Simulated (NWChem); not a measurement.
System meant: CH7AlOSi; SMILES [AlH]([O]C)[SiH3]

Input file for NWChem:

```
start job
memory heap 200 mb stack 900 mb global 1100 mb
geometry units angstroms noautoz
  Al     0.601728     0.042500     0.046516
  H      2.148902     0.415323     0.127546
  O     -0.529308     1.310789    -0.005960
  C     -0.577108     2.698288    -0.018043
  H     -1.173465     3.074227     0.831996
  H      0.424708     3.164672     0.043005
  H     -1.060184     3.062807    -0.942076
  Si    -0.357353    -2.207996    -0.011831
  H      0.704385    -3.265321    -0.034761
  H     -1.215226    -2.400911    -1.225540
  H     -1.218025    -2.459983     1.189426
end
basis spherical
  * library def2-svp
end
dft
  odft
  mult 2
  xc pbe0
  iterations 150
  mulliken
end
task dft energy
```

End of the output:

```
                                 NWChem DFT Module
                                 -----------------

 Summary of "ao basis" -> "ao basis" (spherical)
 ------------------------------------------------------------------------------
       Tag                 Description            Shells   Functions and Types
 ---------------- ------------------------------  ------  ---------------------
 Al                         def2-svp                 8       18   4s3p1d
 H                          def2-svp                 3        5   2s1p
 O                          def2-svp                 6       14   3s2p1d
 C                          def2-svp                 6       14   3s2p1d
 Si                         def2-svp                 8       18   4s3p1d

 Summary of "ao basis" -> "ao basis" (spherical)
 ------------------------------------------------------------------------------
       Tag                 Description            Shells   Functions and Types
 ---------------- ------------------------------  ------  ---------------------
 Al                         def2-svp                 8       18   4s3p1d
 H                          def2-svp                 3        5   2s1p
 O                          def2-svp                 6       14   3s2p1d
 C                          def2-svp                 6       14   3s2p1d
 Si                         def2-svp                 8       18   4s3p1d

  number of electrons :                   48
  multiplicity        :                    2
 ------------------------------------------------------------------------
  no. of electrons and multiplicity not compatible                  48
 ------------------------------------------------------------------------
 ------------------------------------------------------------------------
  current input line :
    26: task dft energy
 ------------------------------------------------------------------------
 ------------------------------------------------------------------------
 There is an error in the input file
 ------------------------------------------------------------------------
 For more information see the NWChem manual at https://nwchemgit.github.io

0: no. of electrons and multiplicity not compatible:Received an Error in Communication
```

**Question.** What is wrong, and how is it mended?

**Answer.** The input was rejected before any calculation. Cause: the multiplicity doesn't fit the number of electrons (an even count wants an odd multiplicity, and the reverse). This input runs:
```
start job
memory heap 200 mb stack 900 mb global 1100 mb
geometry units angstroms noautoz
  Al     0.601728     0.042500     0.046516
  H      2.148902     0.415323     0.127546
  O     -0.529308     1.310789    -0.005960
  C     -0.577108     2.698288    -0.018043
  H     -1.173465     3.074227     0.831996
  H      0.424708     3.164672     0.043005
  H     -1.060184     3.062807    -0.942076
  Si    -0.357353    -2.207996    -0.011831
  H      0.704385    -3.265321    -0.034761
  H     -1.215226    -2.400911    -1.225540
  H     -1.218025    -2.459983     1.189426
end
basis spherical
  * library def2-svp
end
dft
  xc pbe0
  iterations 150
  mulliken
end
task dft energy
```
It converges to -648.85465 Ha (PBE0/def2-SVP).
